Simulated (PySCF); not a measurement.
CHO2, SMILES O=C=[OH+], charge +1.

Coordinates come from a B3LYP-D3(BJ)/def2-TZVP optimisation. The isomer is the one that the SMILES or the coordinates give; other isomers of the formula were not compared.

All values below come from r2SCAN/def2-TZVPD (PySCF).

Gas-phase values at a fixed geometry.

Question: Estimate the frontier levels, gap, dipole moment and polarisability. (An estimate is asked for; the answer gives what the named calculation found.)

Answer: 
```yaml
highest_occupied_level: -18.26 eV
lowest_empty_level: -9.38 eV
orbital_gap: 8.88 eV
dipole_moment_about_the_centre_of_nuclear_charge: 3.34 D
mean_static_polarisability: 15.0 bohr³ (2.22 Å³)
polarisability_principal_values: 10.4, 11.1, 23.4 bohr³
```
